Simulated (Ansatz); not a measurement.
Ansatz (a first-principles code) input (CCSD(T)/def2-SVPD):

Ansatz 0.2 input:
```yaml
crystal:
  periodic: [false, false, false]
  atoms:
    - {symbol: Cd, position_ang: [0.00000000, 0.00000000, 0.00000000]}
    - {symbol: Cl, position_ang: [-0.00000000, -0.00000000, -2.28505610]}
    - {symbol: Cl, position_ang: [0.00000000, 0.00000000, 2.28505610]}
basis:
  gaussian:
    orbitals: def2-SVPD
magnetization: {spin_polarized: false}
correlation: {method: ccsd_t, electrons: outside_noble_gas}
output: {forces: true}
```

End of the output:

```
824 factors; integrals over basis functions are off by at most 6.0e-4 eV
mean field: 0.33 GiB planned
mean field evaluation 1: about -29540.7807 eV, gradient 2.1e1 eV
mean field evaluation 2: about -29541.0319 eV, gradient 2.1e1 eV
mean field evaluation 4: about -29542.4655 eV, gradient 1.3e0 eV
mean field evaluation 8: about -29542.4778 eV, gradient 9.9e-2 eV
mean field evaluation 16: about -29540.7807 eV, gradient 2.1e1 eV
mean field -29542.47787216 eV, -1085.6660371911 hartree, gradient 2.2e-6 eV, S^2 0.000000; 0 other end points of the search recorded, 0 dependent functions left out
14 core orbitals not correlated
reference -29542.47787216 eV, -1085.6660371911 hartree; 13, 13 occupied and 61, 61 virtual orbitals, 824 factors
densities: 0.33 GiB planned
second order -15.45926268 eV of doubles, -0.00000000 eV of singles
coupled cluster: 0.25 GiB planned
cycle   1  -15.51204308 eV  change   -5.3e-2 eV  update   8.0e-2
cycle   2  -15.74814515 eV  change   -2.4e-1 eV  update   2.2e-2
cycle   3  -15.80274120 eV  change   -5.5e-2 eV  update   1.5e-2
cycle   4  -15.79255347 eV  change    1.0e-2 eV  update   3.9e-3
cycle   5  -15.79096561 eV  change    1.6e-3 eV  update   1.2e-3
cycle   6  -15.79157778 eV  change   -6.1e-4 eV  update   3.7e-4
cycle   7  -15.79150689 eV  change    7.1e-5 eV  update   1.1e-4
cycle   8  -15.79152761 eV  change   -2.1e-5 eV  update   3.8e-5
cycle   9  -15.79154567 eV  change   -1.8e-5 eV  update   1.3e-5
cycle  10  -15.79153828 eV  change    7.4e-6 eV  update   3.8e-6
perturbative correction -0.37802717 eV, -0.0138922423 hartree
the calculation of the forces begins
Total energy: -29558.64743761 eV, -1086.2602577613 hartree
Atom 0 at     0.000000     0.000000     0.000000 Å, force    -0.000000    -0.000000    -0.000000 eV/Å
Atom 1 at    -0.000000    -0.000000    -2.285056 Å, force     0.000000    -0.000000    -0.377361 eV/Å
Atom 2 at     0.000000     0.000000     2.285056 Å, force     0.000000     0.000000     0.377362 eV/Å
Dipole moment:     0.000000    -0.000000    -0.000000 e Å
```
